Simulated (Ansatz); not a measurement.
Reaction (redistribution): `C[N](C)[InH2]` + `O[SiH2]CBS` → `C[N](C)[InH][SH]` + `BC[SiH2]O`

Calculated with Ansatz (gas phase, PBE0-D4/def2-TZVP geometries, no zero-point term in ΔE). CCSD(T)/CBS is the MP2 limit (def2-TZVPP, def2-QZVPP) plus CCSD(T) − MP2 in def2-TZVPP, frozen cores. Functionals use def2-TZVPP. B3LYP here is the variant with VWN-RPA as its local correlation; programs differ in this. Elements past krypton have def2 core potentials. For In outer-core shells are correlated without core-valence functions, which leaves a few kJ/mol of doubt a bond. One conformer a species, not always the lowest.

```
           species  B3LYP energy (Eh)
   `C[N](C)[InH2]`         -326.00721
      `O[SiH2]CBS`         -830.28974
`C[N](C)[InH][SH]`         -724.27748
       `BC[SiH2]O`         -432.01738
```

**Question.** Work out ΔE.

**Answer.** ΔE = (-724.27748) + (-432.01738) − (-326.00721) − (-830.28974) = 0.00209 Eh = +1.3 kcal/mol. CCSD(T)/CBS gives +0.4 kcal/mol.

Largest T1 diagnostic among the species: 0.017.

In def2-TZVPP, CCSD(T) changes the Hartree–Fock value by +4.3 kcal/mol (the triples alone add +0.6 kcal/mol) and MP2 by +3.6 kcal/mol. From PBE to PBE0 (25 % exact exchange), in def2-TZVPP and without D4, ΔE moves by −1.2 kcal/mol.
